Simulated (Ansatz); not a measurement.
`[GeH3][GeH2][GeH2][GeH2][GeH3]` + silanol → `[SiH3][O][GeH3]` + `[GeH3][GeH2][GeH2][GeH3]`  (cleavage of the Ge–Ge bond)

Gas-phase electronic energies from Ansatz, PBE0-D4/def2-TZVP geometries. CCSD(T)/CBS is the MP2 limit (def2-TZVPP, def2-QZVPP) plus CCSD(T) − MP2 in def2-TZVPP, frozen cores. DFT in def2-TZVPP. B3LYP here is the variant with VWN-RPA as its local correlation; programs differ in this. For Ge outer-core shells are correlated without core-valence functions, which leaves a few kJ/mol of doubt a bond. Scalar relativity is left out up to krypton. One conformer a species, not always the lowest.

`[GeH3][GeH2][GeH2][GeH2][GeH3]`:

Cartesian coordinates in Å:
```
Ge 1.535 -0.558 -2.141
Ge 2.001 -0.346 0.227
Ge 0.667 1.460 1.148
Ge -1.627 1.163 0.414
Ge -2.306 -1.128 0.816
H 1.904 0.748 -2.864
H 2.329 -1.714 -2.770
H 0.034 -0.819 -2.350
H 3.503 -0.092 0.453
H 1.627 -1.659 0.941
H 0.727 1.442 2.687
H 1.217 2.813 0.660
H -1.712 1.464 -1.094
H -2.570 2.134 1.147
H -3.742 -1.383 0.332
H -1.358 -2.085 0.074
H -2.228 -1.439 2.320
```

`O[SiH3]`:

```xyz
6

O     0.359    0.286    1.197
Si   -0.008   -0.221   -0.328
H    -0.025    1.109    1.499
H    -1.471   -0.440   -0.497
H     0.716   -1.498   -0.517
H     0.428    0.765   -1.355
```

`[SiH3][O][GeH3]`:

```xyz
9

Si   -0.565   -1.431   -0.203
O    -0.310   -0.051    0.631
Ge    0.541    1.472    0.297
H    -1.309   -1.164   -1.465
H    -1.358   -2.348    0.652
H     0.725   -2.084   -0.563
H     0.374    2.321    1.561
H    -0.116    2.135   -0.926
H     2.018    1.150    0.017
```

`[GeH3][GeH2][GeH2][GeH3]`:

```xyz
14

Ge    1.749   -0.431   -1.609
Ge    0.703    1.459   -0.510
Ge   -0.482    0.705    1.468
Ge   -1.912   -1.167    0.901
H     0.666   -1.414   -2.085
H     2.673   -1.166   -0.624
H     2.577    0.018   -2.824
H     1.766    2.508   -0.135
H    -0.297    2.118   -1.478
H    -1.319    1.851    2.064
H     0.540    0.259    2.530
H    -2.869   -0.772   -0.236
H    -1.051   -2.348    0.425
H    -2.744   -1.620    2.112
```

| level | ΔE (kcal/mol) | difference from CCSD(T)/CBS |
| --- | --- | --- |
| LDA (SPW92) | 4.3 | 2.6 |
| r2SCAN-D4 | 1.5 | -0.2 |
| B97M-V | -2.0 | -3.7 |
| B3LYP-D4 | 1.1 | -0.6 |
| r2SCANh-D4 | 1.6 | -0.1 |
| BHLYP | -2.2 | -3.9 |
| CAM-B3LYP | -1.9 | -3.6 |
| RPA@PBE/def2-TZVPP | -0.2 | -1.9 |
| HF/def2-TZVPP | -6.2 | -7.9 |
| SCS-MP2/def2-QZVPP | -1.0 | -2.7 |
| CCSD(T)/CBS | 1.7 | 0 |

Largest T1 diagnostic among the species: 0.012.

At CCSD(T), def2-SVP lies −3.9 kcal/mol from the extrapolated value and def2-TZVPP −0.9 kcal/mol. Leaving LDA and LC-ωPBE aside and taking each functional with its dispersion term where it has one, the values, not all of them listed here, spread over 6.2 kcal/mol, from B97M-V to PBE-D4. LDA lies +1.3 kcal/mol from PBE without D4.
